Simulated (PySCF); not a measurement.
Cd(SiH3)(GeH3) (CdGeH₆Si), SMILES [SiH3][Cd][GeH3].

Coordinates come from a B3LYP-D3(BJ)/def2-SVP optimisation. The structure was generated by enumeration; whether it is a known compound was not checked. The def2 effective core potentials stand for the cores of Cd; spin–orbit coupling is left out.

Two levels are set side by side: PBE/def2-TZVPD (PySCF) and PBE0/def2-TZVPD (PySCF). Same geometry, gas phase. Differences are taken from unrounded values.

```json
[
 {"quantity": "orbital gap (eV)", "PBE": "3.80"},
 {"quantity": "highest occupied level (eV)", "PBE": "-5.81"},
 {"quantity": "lowest empty level (eV)", "PBE": "-2.01"},
 {"quantity": "dipole moment (D)", "PBE": "0.26"},
 {"quantity": "mean polarisability (bohr³)", "PBE": "118.1"}
]
```

### Question
These are the PBE values. What does PBE0 give? (An estimate is asked for; the answer gives what the named calculation found.)

### Answer

```tsv
quantity	PBE0	PBE minus PBE0
orbital gap (eV)	5.36	-1.56
highest occupied level (eV)	-6.70	0.89
lowest empty level (eV)	-1.34	-0.67
dipole moment (D)	0.28	-0.01
mean polarisability (bohr³)	112.6	5.5
```

Without exact exchange PBE keeps part of each electron's self-repulsion, which lifts occupied levels and narrows the gap. Loosely held outer electrons make PBE densities more polarisable. Differences between two approximate levels are no errors against the true value.

Rough cost on one machine, each run with all the roots and properties that it gave: PBE0 against PBE within a factor of 2.
